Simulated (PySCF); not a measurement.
# Basis and Hamiltonian dependence of the excitation energy of Ga²⁺

Ga²⁺ [Ar] 3d10 4s1 (2S) → Ga²⁺ [Ar] 3d9 4s2 (2D). All values are computed (PySCF 2.14, energy differences of UHF-based or UKS calculations, no spin-orbit coupling). Values in eV.

| basis | Hamiltonian | functions | UHF | LDA | PBE0 | CCSD(T) (valence and next inner shell) |
| --- | --- | --- | --- | --- | --- | --- |
| Sapporo-DKH3-DZP-2012 | spin-free X2C | 43 | 15.823 | 16.436 | 16.244 | n/a |
| x2c-TZVPPall | spin-free X2C | 48 | 15.788 | 16.703 | 16.398 | 16.195 |
| aug-cc-pwCVDZ-PP with ECP10MDF | ECP | 48 | 15.774 | 16.698 | 16.441 | 16.176 |
| def2-TZVPPD | non-relativistic | 54 | 16.865 | 17.793 | 17.478 | 17.231 |
| aug-cc-pVQZ-PP with ECP10MDF | ECP | 89 | 15.872 | 16.826 | 16.603 | n/a |
| dyall-av2z | non-relativistic | 92 | 16.716 | 17.487 | 17.218 | n/a |
| def2-QZVPPD | non-relativistic | 95 | 16.608 | 17.463 | 17.194 | n/a |
| x2c-QZVPPall with one added diffuse shell each of s, p, d, f type | spin-free X2C | 110 | 15.538 | 16.324 | 16.075 | n/a |
| dyall-av3z | spin-free X2C | 144 | 15.649 | n/a | n/a | n/a |

Frozen in the all-electron rows: valence: [Ar] 3d10; valence and next inner shell: [Ne]; with a core potential, the same shells as far as they lie outside it.

Non-relativistic rows lack the scalar-relativistic shift.
